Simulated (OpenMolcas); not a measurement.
## Rh VI: effect of the active space

```
Program             : OpenMolcas 26.06
Method              : CASSCF or its RAS form
Basis               : ANO-RCC-VQZP
Scalar Hamiltonian  : DKH2, point nucleus
Spin-orbit coupling : state interaction with AMFI integrals over the reference wave functions, term energies averaged over their components
```

A. 4 electrons in 5 orbitals (4d); 2S+1 = 5 even, 5 roots; 2S+1 = 3 even, 45 roots; 2S+1 = 1 even, 50 roots; cost roughly 24 core-seconds
B. 10 electrons in 8 orbitals (RAS1 4p, at most 2 holes; RAS2 4d); 2S+1 = 5 even, 5 roots; 2S+1 = 3 even, 45 roots; 2S+1 = 1 even, 49 roots; cost about 90 core-seconds
C. 4 electrons in 10 orbitals (4d 5d); 2S+1 = 5 even, 5 roots; 2S+1 = 3 even, 45 roots; 2S+1 = 1 even, 49 roots; cost about 50 core-seconds

Energies in cm-1 above 4d4 5D0.

| Level | A | B | C |
| --- | --- | --- | --- |
| 4d4 5D0 | 0.0 | 0.0 | 0.0 |
| 4d4 5D1 | 606 | 669 | 611 |
| 4d4 5D2 | 1627 | 1756 | 1641 |
| 4d4 5D3 | 2906 | 3080 | 2931 |
| 4d4 5D4 | 4353 | 4546 | 4393 |
| 4d4 3P0(1) | 22098 | 19376 | 21705 |
| 4d4 3H4 [70 %] | 22466 | 23520 | 22123 |
| 4d4 3H5 | 23867 | 25306 | 23573 |
| 4d4 3H6 | 25012 | 26592 | 24750 |
| 4d4 3P1(1) | 25153 | 22593 | 24785 |
| 4d4 3F3(1) [58 %] | 26176 | 25550 | 25810 |
| 4d4 3F2(1) | 26681 | 25540 | 26311 |
| 4d4 3F4(1) [66 %] | 27094 | 26721 | 26774 |
| 4d4 3P2(1) | 29319 | 26893 | 28974 |
| 4d4 3G3 [58 %] | 29939 | 29965 | 29588 |
| 4d4 3G4 [68 %] | 30466 | 30633 | 30118 |
| 4d4 3G5 | 31337 | 31949 | 31048 |
| 4d4 1I6 | 35655 | 37906 | 35261 |
| 4d4 3D3 | 36563 | 35514 | 36187 |
| 4d4 3D2 | 36978 | 35715 | 36575 |
| 4d4 3D1 | 37681 | 36616 | 37282 |
| 4d4 1G4(1) | 38770 | 38039 | 38337 |
| 4d4 1D2(1) | 45620 | 43351 | 45107 |
| 4d4 1F3 | 50715 | 49576 | 50168 |

The spin-orbit steps hold different terms of 4d4 (B lacks a 1S; C lacks a 1S), which shifts levels as well.

Among A to C the level of the table that moves most is 4d4 3P0(1), by 2700 cm-1 (lowest in B, highest in A).

Without dynamic correlation excited terms often stand tens of per cent too high (terms of higher spin than the ground term too low), and those without a measured partner can miss by more than the paired ones. Active for correlation alone: 4p; no level in the range computed is led by a configuration that opens it, so any true level of that kind is missing (holds for B). Active for correlation alone: 5d; no level in the range computed is led by a configuration that fills it, so any true level of that kind is missing (holds for C). Levels of configurations outside the active space are missing. Levels that lie high or do not pair safely by name in every column are left out.

A share in square brackets marks a mixed level and gives the weight of the term that names it, the lowest over the columns. A number in round brackets counts repeated terms of one configuration in the order of the reference energies.
